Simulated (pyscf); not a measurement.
Optimised with ωB97X-D3(BJ)/def2-SVP in PySCF.

### Question
H₃Si–Si(SiH₃)(SiH₃)–Cl (SMILES [SiH3][Si]([SiH3])([SiH3])Cl) → H₃Si–SiH(SiH₃)–SiH₂–Cl (SMILES [SiH3][SiH]([SiH3])[SiH2]Cl)
Surface: singlet. Broken: Cl–Si, H–Si. Formed: Cl–Si, H–Si. Give ΔE‡ and ΔE from HF/def2-TZVP, relative to the reactant's lowest minimum found.

### Answer
ΔE‡ = 3.33 eV, ΔE = -0.01 eV. ωB97M-D3(BJ)/def2-TZVP gives 2.80 eV and -0.06 eV. Zero-point energy shifts the barrier by -0.08 eV. It is a concerted two-bond exchange, with an imaginary mode of 614i cm⁻¹. This is the saddle that the search found; another between the same sides may lie lower.
